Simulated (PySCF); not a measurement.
## Polarisability and C₆ of Li⁺ (lithium, charge +1)

1s2, closed-shell 1S. Calculation: PySCF 2.14, in aug-cc-pCVQZ (9s8p6d4f2g, 109 functions); the non-relativistic Hamiltonian (point nucleus). Coupled (time-dependent) response in atomic units; α is the mean over directions.

```csv
method,mean α (bohr³),C₆ (like pair),S(−4)
UHF,0.1892,0.07642,0.02623
PBE,0.2078,0.08638,0.03340
PBE0,0.2022,0.08340,0.03109
LC-wPBE,0.2083,0.08664,0.03370
wB97X-V,0.2032,0.08379,0.03173
```

S(−4) is the Cauchy moment in α(ω) = α(0) + S(−4) ω² + …

α(iu) at PBE:

```csv
u (hartree),α(iu) (bohr³)
0,0.2078
0.0500,0.2077
0.100,0.2074
0.200,0.2064
0.300,0.2048
0.500,0.1998
0.750,0.1908
1.00,0.1796
1.50,0.1546
2.00,0.1304
3.00,0.09172
5.00,0.04909
```

A single London oscillator, α(iu) = α/(1 + u²/ω²), gives C₆ = (3/4) ω α². Matching the computed C₆ needs ω = 4 × 0.08638 / (3 × 0.2078²) = 2.67 hartree.

For an ion, C₆ is the dispersion term alone; charge-induced terms of lower order in 1/R come first.
